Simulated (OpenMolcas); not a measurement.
## neutral rhenium: effect of the basis set

```json
{
 "Program": "OpenMolcas",
 "Method": "CASSCF",
 "Active space": "7 electrons in 6 orbitals (5d 6s)",
 "State averaging": "2S+1 = 6 even, 6 roots; 2S+1 = 4 even, 59 roots kept (CI in the orbitals of an earlier block); 2S+1 = 2 even, 53 roots kept (CI in the orbitals of an earlier block)",
 "Spin-orbit coupling": "state interaction with AMFI integrals over the reference wave functions, term energies averaged over their components"
}
```

A. ANO-R2 [8s6p5d3f1g], X2C, finite nucleus; cost about 40 core-seconds
B. ANO-RCC-VTZP [8s7p5d3f2g1h], DKH2, point nucleus; cost of the order of 70 core-seconds
C. ANO-R3 [10s7p6d4f2g1h], X2C, finite nucleus; cost roughly 70 core-seconds
D. ANO-RCC-VQZP [9s8p6d4f3g2h], DKH2, point nucleus; cost of the order of 60 core-seconds

Energies in cm⁻¹ above 5d⁵ 6s² ⁶S_5/2, the measured ground level; measured values from NIST Handbook of Basic Atomic Spectroscopic Data.

| Level | A | B | C | D | Measured |
| --- | --- | --- | --- | --- | --- |
| 5d⁵ 6s² ⁶S_5/2 | 0.0 | 0.0 | 0.0 | 0.0 | 0.0 |
| 5d⁶ 6s ⁶D_9/2 | 7886 | 7713 | 7791 | 7665 | 11755 |
| 5d⁶ 6s ⁶D_7/2 | 10578 | 10405 | 10457 | 10347 | 14217 |
| 5d⁶ 6s ⁶D_5/2 | 11669 | 11509 | 11556 | 11454 | 15770 |
| 5d⁶ 6s ⁶D_3/2 | 12707 | 12545 | 12582 | 12485 | 16328 |
| 5d⁶ 6s ⁶D_1/2 | 13334 | 13171 | 13202 | 13108 | 17238 |
| 5d⁵ 6s² ⁴G_5/2 [71 %] | 17666 | 17634 | 17636 | 17613 |  |
| 5d⁵ 6s² ⁴G_11/2 | 18748 | 18726 | 18712 | 18703 | 16307 |
| 5d⁵ 6s² ⁴P_1/2 [60 %] | 18851 | 18805 | 18790 | 18772 |  |
| 5d⁵ 6s² ⁴G_9/2 | 19082 | 19055 | 19040 | 19030 | 16619 |
| 5d⁵ 6s² ⁴D_7/2 [52 %] | 19384 | 19329 | 19324 | 19294 |  |
| 5d⁵ 6s² ⁴D_5/2 [56 %] | 22409 | 22343 | 22314 | 22295 |  |
| 5d⁵ 6s² ⁴D_1/2 | 22469 | 22429 | 22390 | 22388 |  |
| 5d⁵ 6s² ⁴D_3/2 [50 %] | 23306 | 23254 | 23209 | 23206 |  |
| 5d⁶ 6s ⁴F_9/2 [55 %] | 24100 | 23963 | 24010 | 23912 |  |
| 5d⁶ 6s ⁴F_7/2 [51 %] | 25489 | 25396 | 25410 | 25350 |  |
| 5d⁵ 6s² ²D_5/2 [53 %] | 25749 | 25683 | 25673 | 25640 |  |
| 5d⁵ 6s² ²D_3/2 [55 %] | 26212 | 26140 | 26127 | 26094 |  |
| 5d⁶ 6s ⁴H_13/2 | 27452 | 27269 | 27315 | 27195 |  |
| 5d⁶ 6s ⁴F_5/2 [74 %] | 27468 | 27353 | 27352 | 27292 |  |
| 5d⁵ 6s² ²I_11/2 [51 %] | 28530 | 28463 | 28460 | 28422 |  |

Deviations, from unrounded energies. A percentage is the sum of absolute deviations over the sum of measured energies, with the sign that they share, or ± where signs differ.

| Against measurement | Levels | A | B | C | D |
| --- | --- | --- | --- | --- | --- |
| mean absolute deviation (cm-1) | 7 | 3400 | 3500 | 3500 | 3600 |
| other terms of the ground configuration (%) | 2 | +14.9 | +14.7 | +14.7 | +14.6 |
| other configurations (%) | 5 | -25.4 | -26.5 | -26.2 | -26.9 |

A, B, C, D lie about equally close to measurement. The largest miss of A in the table is 5d⁶ 6s ⁶D_5/2, by -4100 cm-1. The ranking rests on the paired levels alone, and a cruder setting can come out closer through cancelling errors.

Among A to D the level of the table that moves most is 5d⁶ 6s ⁴H_13/2, by 260 cm-1 (lowest in D, highest in A).

Without dynamic correlation excited terms often stand tens of per cent too high (terms of higher spin than the ground term too low), and those without a measured partner can miss by more than the paired ones. Terms from blocks run as CI alone lack orbitals of their own. Configurations are named by rounded mean occupations; where the s occupation lies near a half they are strongly mixed, a name can repeat and a true partner stay unpaired. A single d shell beside an s shell can misplace configurations of different d count against each other. Computed and measured levels are paired by configuration, term and J; levels that our copy of the source lacks, or whose pairing is in doubt (as where it misses far off the trend of its configuration), stay unpaired and out of the deviations. Only configurations of the active space appear. The table leaves out levels that lie high or whose names do not pair safely across all columns.

A share in square brackets marks a mixed level and gives the weight of the term that names it, the lowest over the columns.
